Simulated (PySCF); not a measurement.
C₄HO₃ (charge -1).
Geometry (PBE0-D3(BJ)/def2-SVP, Å), atoms numbered from 1 in this order:
```xyz
8
C4HO3 angstrom
O      2.7968   -0.8814   -0.1824
C      2.0342   -0.2020    0.4795
C      0.6206   -0.1212    0.3591
C     -0.5994    0.0204    0.3130
C     -2.1000    0.2028    0.2609
O     -2.4610    1.0907   -0.5204
O     -2.7224   -0.5600    1.0084
H      2.4403    0.4601    1.2922
```

The calculation used TDDFT CAM-B3LYP/def2-SVPD, vertical, gas phase, core orbitals frozen in the response in PySCF. The geometry's basis has no diffuse functions, a weakness for an anion.

Ground-to-excited transition dipoles (e·a0, same axes as the geometry; the sign carries no meaning), for the states with f of 0.002 or more among the lowest 3:

```tsv
state	E (eV)	μx	μy	μz
S2	4.471	-0.834	0.130	-0.002
S3	4.516	1.110	-0.161	-0.007
```

Question: Work out the oscillator strengths.

Answer: f = (2/3) ΔE |μ|² with ΔE in hartree (27.2114 eV).

| state | \|μ\|² (au) | \|μ\| (D) | f |
| --- | --- | --- | --- |
| S2 | 0.712 | 2.14 | 0.078 |
| S3 | 1.258 | 2.85 | 0.139 |

Question: What angle do the transition dipoles of S2 and S3 make?

Answer: |cos θ| = |μa·μb| / (|μa| |μb|) = 1.00, so θ ≈ 1° (taken between 0 and 90°, since the signs are arbitrary).

Question: What peak molar absorption coefficient would the strongest computed level give as a lone Gaussian band 0.5 eV wide at half height?

Answer: ε(max) = 2.175×10⁸ f / FWHM, with the width in cm⁻¹. S3: 2.175×10⁸ × 0.1391 / 4033 ≈ 7500 L mol⁻¹ cm⁻¹.

No detachment energy is given for this anion; states above it aren't bound, and a finite basis only mimics them.

Rough CPU time on one thread of a shared machine: about 50 s.
